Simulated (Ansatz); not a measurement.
# Molecular dynamics of B₂H₄CF₆

The input (input.yaml):

```yaml
accuracy: low
crystal:
  lattice:
    - [8.531601, 0.0, 0.0]
    - [0.0, 8.531601, 0.0]
    - [0.0, 0.0, 8.531601]
  atoms:
    - { symbol: C, position: [0.45139978, 0.45127648, 0.64128574] }
    - { symbol: H, position: [0.5372902, 0.48617522, 0.55523986] }
    - { symbol: H, position: [0.51837767, 0.44038147, 0.76564629] }
    - { symbol: H, position: [0.41586873, 0.34298934, 0.60225605] }
    - { symbol: H, position: [0.34416376, 0.51409078, 0.63329132] }
    - { symbol: C, position: [0.57425941, 0.10007587, 0.32719978] }
    - { symbol: H, position: [0.69752911, 0.0705626, 0.29597776] }
    - { symbol: H, position: [0.52636727, 0.16279449, 0.2403639] }
    - { symbol: H, position: [0.56856787, 0.16393245, 0.45474476] }
    - { symbol: H, position: [0.53331178, -0.01583873, 0.35563947] }
    - { symbol: C, position: [0.35050821, 0.21265292, -0.00153783] }
    - { symbol: H, position: [0.3961623, 0.08810198, -0.03451218] }
    - { symbol: H, position: [0.22905811, 0.19090419, -0.01561761] }
    - { symbol: H, position: [0.37444635, 0.31025987, -0.05187721] }
    - { symbol: H, position: [0.35942331, 0.234037, 0.12605787] }
    - { symbol: B, position: [0.67455601, 0.86764526, 0.94532368] }
    - { symbol: F, position: [0.58721996, 0.73962222, 0.98474233] }
    - { symbol: F, position: [0.8286109, 0.83675209, 0.96728957] }
    - { symbol: F, position: [0.61718573, 1.00884811, 0.93397815] }
    - { symbol: B, position: [1.00852727, 0.48812448, 0.43177655] }
    - { symbol: F, position: [1.10238097, 0.54836548, 0.53178262] }
    - { symbol: F, position: [1.06067303, 0.45304236, 0.29335062] }
    - { symbol: F, position: [0.87751713, 0.4375097, 0.48680141] }
    - { symbol: B, position: [0.82438688, 0.91833253, 0.57754402] }
    - { symbol: F, position: [0.82257116, 1.05602123, 0.63328979] }
    - { symbol: F, position: [0.93542486, 0.88544532, 0.48397769] }
    - { symbol: F, position: [0.71907609, 0.82694728, 0.64192256] }
    - { symbol: B, position: [0.11225629, 0.95427651, 0.27610282] }
    - { symbol: F, position: [0.08636234, 0.81408228, 0.22185087] }
    - { symbol: F, position: [-0.0026347, 1.06248962, 0.24684289] }
    - { symbol: F, position: [0.25375431, 0.97047796, 0.34971126] }
    - { symbol: B, position: [0.96658553, 0.36636882, 0.83866941] }
    - { symbol: F, position: [0.88728178, 0.49919456, 0.82636342] }
    - { symbol: F, position: [1.07644846, 0.36044257, 0.73096337] }
    - { symbol: F, position: [0.9497824, 0.26072496, 0.95100267] }
    - { symbol: B, position: [0.58199603, 0.56071094, 0.19178002] }
    - { symbol: F, position: [0.65783315, 0.45450127, 0.12780016] }
    - { symbol: F, position: [0.65875125, 0.65801473, 0.29441534] }
    - { symbol: F, position: [0.43259725, 0.54020738, 0.21601921] }
basis:
  ecutwfc: 500.0
kpoints:
  mp_grid: { grid: [1, 1, 1] }
hamiltonian:
  xc: r2scan
  dispersion: d3bj
scf:
  occupations: { method: fermi_dirac, width: 0.05 }
  lower_state_search: "off"
md:
  timestep: 0.5
  n_steps: 110
  ensemble: npt_langevin
  temperature: 1500.0
  initial_velocities: maxwell_boltzmann
  seed: 167448
  friction: 0.005
  pressure: 5.0
  fix_cell: [shape]
```

Command:

```bash
$ ansatz run input.yaml --threads 2 --pin off --max-ram 5120MiB --backend cpu --events-out ev --progress --plain --runs-dir out
```

It goes on from the last frame of an earlier run, with new velocities.

Output, in part (step lines):

```
md step     0: t =     0.00 fs  T =  1461.5 K  F+E_penalty+E_count = -16480.97535979 eV  E_kin = 7.367820 eV  conserved = -16455.05896761 eV  P_inst = 2.4873 GPa  V = 621.0000 Å³  selection 1  (10 SCF iters)
[... lines left out ...]
```

The steps, from the saved trajectory:

```json
{"time (fs)": "0.0", "T (K)": "1462", "potential energy less start (eV)": "0.000", "conserved less start (meV/atom)": "0.00", "P (GPa)": "2.5", "volume (Å³)": "621.0"}
{"time (fs)": "1.5", "T (K)": "1473", "potential energy less start (eV)": "-0.322", "conserved less start (meV/atom)": "0.04", "P (GPa)": "2.4", "volume (Å³)": "621.0"}
{"time (fs)": "3.0", "T (K)": "1436", "potential energy less start (eV)": "-0.271", "conserved less start (meV/atom)": "0.09", "P (GPa)": "1.9", "volume (Å³)": "620.8"}
{"time (fs)": "4.5", "T (K)": "1373", "potential energy less start (eV)": "0.026", "conserved less start (meV/atom)": "0.11", "P (GPa)": "1.2", "volume (Å³)": "620.4"}
{"time (fs)": "6.0", "T (K)": "1383", "potential energy less start (eV)": "0.308", "conserved less start (meV/atom)": "0.27", "P (GPa)": "0.6", "volume (Å³)": "620.1"}
{"time (fs)": "7.5", "T (K)": "1382", "potential energy less start (eV)": "0.133", "conserved less start (meV/atom)": "0.14", "P (GPa)": "0.3", "volume (Å³)": "619.6"}
{"time (fs)": "9.0", "T (K)": "1467", "potential energy less start (eV)": "0.072", "conserved less start (meV/atom)": "0.08", "P (GPa)": "0.6", "volume (Å³)": "618.9"}
{"time (fs)": "10.5", "T (K)": "1460", "potential energy less start (eV)": "0.096", "conserved less start (meV/atom)": "0.20", "P (GPa)": "0.9", "volume (Å³)": "618.0"}
{"time (fs)": "12.0", "T (K)": "1499", "potential energy less start (eV)": "-0.221", "conserved less start (meV/atom)": "0.12", "P (GPa)": "0.9", "volume (Å³)": "617.0"}
{"time (fs)": "13.5", "T (K)": "1611", "potential energy less start (eV)": "-0.669", "conserved less start (meV/atom)": "-0.21", "P (GPa)": "0.5", "volume (Å³)": "615.8"}
{"time (fs)": "15.0", "T (K)": "1545", "potential energy less start (eV)": "-0.111", "conserved less start (meV/atom)": "0.14", "P (GPa)": "0.2", "volume (Å³)": "614.5"}
{"time (fs)": "16.5", "T (K)": "1469", "potential energy less start (eV)": "0.483", "conserved less start (meV/atom)": "0.25", "P (GPa)": "0.0", "volume (Å³)": "613.0"}
{"time (fs)": "18.0", "T (K)": "1439", "potential energy less start (eV)": "0.441", "conserved less start (meV/atom)": "0.17", "P (GPa)": "-0.2", "volume (Å³)": "611.4"}
{"time (fs)": "19.5", "T (K)": "1448", "potential energy less start (eV)": "0.380", "conserved less start (meV/atom)": "0.16", "P (GPa)": "0.1", "volume (Å³)": "609.5"}
{"time (fs)": "21.0", "T (K)": "1466", "potential energy less start (eV)": "0.431", "conserved less start (meV/atom)": "0.17", "P (GPa)": "0.9", "volume (Å³)": "607.4"}
{"time (fs)": "22.5", "T (K)": "1444", "potential energy less start (eV)": "0.548", "conserved less start (meV/atom)": "0.14", "P (GPa)": "1.6", "volume (Å³)": "605.3"}
{"time (fs)": "24.0", "T (K)": "1481", "potential energy less start (eV)": "0.282", "conserved less start (meV/atom)": "0.10", "P (GPa)": "1.7", "volume (Å³)": "603.0"}
{"time (fs)": "25.5", "T (K)": "1406", "potential energy less start (eV)": "0.346", "conserved less start (meV/atom)": "0.04", "P (GPa)": "1.6", "volume (Å³)": "600.6"}
{"time (fs)": "27.0", "T (K)": "1286", "potential energy less start (eV)": "1.027", "conserved less start (meV/atom)": "0.39", "P (GPa)": "1.6", "volume (Å³)": "598.1"}
{"time (fs)": "28.5", "T (K)": "1240", "potential energy less start (eV)": "1.020", "conserved less start (meV/atom)": "0.22", "P (GPa)": "1.6", "volume (Å³)": "595.5"}
{"time (fs)": "30.0", "T (K)": "1242", "potential energy less start (eV)": "1.032", "conserved less start (meV/atom)": "0.18", "P (GPa)": "2.1", "volume (Å³)": "592.6"}
{"time (fs)": "31.5", "T (K)": "1214", "potential energy less start (eV)": "1.162", "conserved less start (meV/atom)": "0.36", "P (GPa)": "2.8", "volume (Å³)": "589.8"}
{"time (fs)": "33.0", "T (K)": "1295", "potential energy less start (eV)": "0.981", "conserved less start (meV/atom)": "0.04", "P (GPa)": "3.2", "volume (Å³)": "586.9"}
{"time (fs)": "34.5", "T (K)": "1324", "potential energy less start (eV)": "1.126", "conserved less start (meV/atom)": "0.30", "P (GPa)": "3.3", "volume (Å³)": "584.0"}
{"time (fs)": "36.0", "T (K)": "1409", "potential energy less start (eV)": "1.005", "conserved less start (meV/atom)": "-0.17", "P (GPa)": "3.1", "volume (Å³)": "581.0"}
{"time (fs)": "37.5", "T (K)": "1371", "potential energy less start (eV)": "1.365", "conserved less start (meV/atom)": "0.37", "P (GPa)": "2.6", "volume (Å³)": "577.9"}
{"time (fs)": "39.0", "T (K)": "1509", "potential energy less start (eV)": "0.911", "conserved less start (meV/atom)": "-0.10", "P (GPa)": "2.1", "volume (Å³)": "574.7"}
{"time (fs)": "40.5", "T (K)": "1483", "potential energy less start (eV)": "1.115", "conserved less start (meV/atom)": "0.07", "P (GPa)": "1.8", "volume (Å³)": "571.4"}
{"time (fs)": "42.0", "T (K)": "1366", "potential energy less start (eV)": "1.571", "conserved less start (meV/atom)": "0.38", "P (GPa)": "1.6", "volume (Å³)": "568.0"}
{"time (fs)": "43.5", "T (K)": "1408", "potential energy less start (eV)": "0.985", "conserved less start (meV/atom)": "0.09", "P (GPa)": "1.1", "volume (Å³)": "564.6"}
{"time (fs)": "45.0", "T (K)": "1467", "potential energy less start (eV)": "0.570", "conserved less start (meV/atom)": "-0.08", "P (GPa)": "0.7", "volume (Å³)": "561.0"}
{"time (fs)": "46.5", "T (K)": "1435", "potential energy less start (eV)": "0.816", "conserved less start (meV/atom)": "0.22", "P (GPa)": "0.9", "volume (Å³)": "557.2"}
{"time (fs)": "48.0", "T (K)": "1449", "potential energy less start (eV)": "0.856", "conserved less start (meV/atom)": "-0.03", "P (GPa)": "1.2", "volume (Å³)": "553.4"}
{"time (fs)": "49.5", "T (K)": "1380", "potential energy less start (eV)": "0.833", "conserved less start (meV/atom)": "0.12", "P (GPa)": "1.1", "volume (Å³)": "549.7"}
{"time (fs)": "51.0", "T (K)": "1407", "potential energy less start (eV)": "0.674", "conserved less start (meV/atom)": "-0.11", "P (GPa)": "1.0", "volume (Å³)": "546.0"}
{"time (fs)": "52.5", "T (K)": "1382", "potential energy less start (eV)": "1.150", "conserved less start (meV/atom)": "0.20", "P (GPa)": "1.1", "volume (Å³)": "542.3"}
{"time (fs)": "54.0", "T (K)": "1434", "potential energy less start (eV)": "1.208", "conserved less start (meV/atom)": "0.12", "P (GPa)": "0.9", "volume (Å³)": "538.5"}
```

All steps were run. The conserved energy stayed within 0.39 meV per atom of its start (net change 0.0052 meV per atom), so the integration is sound. A run of 0.055 ps of so small a system gives no equilibrium averages. Limits of this set-up: coarse k mesh, low accuracy level. The cell's volume went from 621 to 536 Å³.

Mean squared displacements from the first frame to the last, about the centre of mass, the cell's change included: C 0.48 Å², H 2.20 Å², B 0.18 Å², F 0.30 Å².

Last frame:

```xyz
39
Lattice="8.1228 0.0000 0.0000 0.0000 8.1228 0.0000 0.0000 0.0000 8.1228" Properties=species:S:1:pos:R:3
C 3.999 3.488 5.181
H 3.643 4.459 5.367
H 3.835 3.449 3.833
H 3.372 2.746 5.605
H 5.106 3.480 5.258
C 4.874 0.623 2.948
H 5.798 0.876 2.396
H 4.185 1.469 3.106
H 5.166 0.228 4.097
H 4.204 -0.288 2.359
C 2.902 2.490 -0.074
H 3.643 1.969 0.485
H 2.557 1.873 -0.921
H 3.362 3.417 -0.448
H 1.995 2.647 0.395
B 5.648 7.240 7.828
F 4.540 6.522 8.071
F 6.829 6.800 7.979
F 5.314 8.558 7.721
B 7.867 4.013 3.457
F 8.587 4.479 4.489
F 8.483 3.675 2.349
F 6.541 4.087 3.745
B 6.494 7.378 4.837
F 6.907 8.614 5.237
F 7.372 6.970 3.921
F 5.538 6.686 5.442
B 0.964 7.976 1.827
F 0.719 6.737 1.638
F 0.410 8.981 1.306
F 1.818 8.245 2.899
B 8.220 2.267 6.662
F 7.198 3.162 7.008
F 9.120 2.597 5.881
F 8.169 1.115 7.247
B 4.490 4.535 1.422
F 5.257 3.643 0.724
F 5.045 5.424 2.220
F 3.249 4.186 1.778
```

Run time: 22 min on 2 threads of Intel(R) Xeon(R) Processor @ 2.70GHz (shared host), peak memory 1.1 GiB.
